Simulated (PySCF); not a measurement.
SMILES CB(C)[SiH2][Ge]([Cl])([Cl])[Cl], GFN2-xTB optimised geometry.

```
16

Ge     1.90     0.23    -2.45
Cl     0.88     1.95    -3.33
Cl     3.90     0.37    -3.29
Cl     1.01    -1.44    -3.56
Si     1.50     0.04     0.00
B     -0.46     0.04     0.00
C     -1.22    -1.31    -0.24
C     -1.22     1.41     0.00
H      2.30    -1.15     0.33
H      2.30     1.17     0.51
H     -0.84    -2.14     0.36
H     -2.30    -1.26    -0.11
H     -1.03    -1.60    -1.28
H     -2.30     1.34     0.14
H     -1.06     1.87    -0.98
H     -0.83     2.14     0.72
```

Density from PySCF 2.14.0 with PBE0/def2-TZVP at that geometry.

Minimum of the electron density along straight lines between bonded atoms, close to the bond critical point (lines longer than 1.1 times the sum of covalent radii, or with two minima, are not listed):

| bond | length / Å | ρ at the minimum / e bohr⁻³ | ∇²ρ there / e bohr⁻⁵ | position (fraction from the first atom) |
|---|---|---|---|---|
| Ge1–Cl2 | 2.192 | 0.099 | 0.14 | 0.43 |
| Ge1–Cl3 | 2.175 | 0.102 | 0.14 | 0.43 |
| Ge1–Cl4 | 2.191 | 0.099 | 0.14 | 0.43 |
| Ge1–Si5 | 2.484 | 0.072 | -0.10 | 0.62 |
| Si5–B6 | 1.963 | 0.120 | -0.06 | 0.39 |
| B6–C7 | 1.570 | 0.188 | -0.31 | 0.33 |
| B6–C8 | 1.569 | 0.188 | -0.31 | 0.33 |
| Si5–H9 | 1.472 | 0.122 | 0.18 | 0.49 |
| Si5–H10 | 1.472 | 0.122 | 0.18 | 0.49 |
| C7–H11 | 1.089 | 0.273 | -0.91 | 0.64 |
| C7–H12 | 1.087 | 0.276 | -0.93 | 0.64 |
| C7–H13 | 1.094 | 0.266 | -0.87 | 0.64 |
| C8–H14 | 1.087 | 0.276 | -0.93 | 0.64 |
| C8–H15 | 1.094 | 0.266 | -0.87 | 0.64 |
| C8–H16 | 1.089 | 0.273 | -0.91 | 0.64 |
